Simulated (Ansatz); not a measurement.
Computed with Ansatz.

Basis-set series for `O[C@@H]1S[Si@H]1F`. The species carries charge 0 and has multiplicity 1. All single points use the PBE0-D4/def2-TZVP geometry. It is one conformer, not always the lowest.

| functional | basis | functions | energy (Eh) | HOMO (eV) | LUMO (eV) |
| --- | --- | --- | --- | --- | --- |
| PBE0-D4 | def2-SVP | 93 | -901.85027 | -7.44 | 0.24 |
| PBE0-D4 | def2-TZVPP | 219 | -902.36189 | -7.55 | -0.18 |
| ωB97M-V | def2-SVP | 93 | -902.21943 | -9.58 | 2.36 |
| ωB97M-V | def2-TZVPP | 219 | -902.73547 | -9.72 | 1.75 |

**Question.** Give the rows for def2-QZVPP. (Best estimate.)

**Answer.** The calculation gave: 
```json
{"functional": "PBE0-D4", "basis": "def2-QZVPP", "functions": "401", "energy (Eh)": "-902.39594", "HOMO (eV)": "-7.59", "LUMO (eV)": "-0.35"}
{"functional": "ωB97M-V", "basis": "def2-QZVPP", "functions": "401", "energy (Eh)": "-902.76755", "HOMO (eV)": "-9.77", "LUMO (eV)": "1.24"}
```

Positive LUMOs are unbound and depend on the basis.
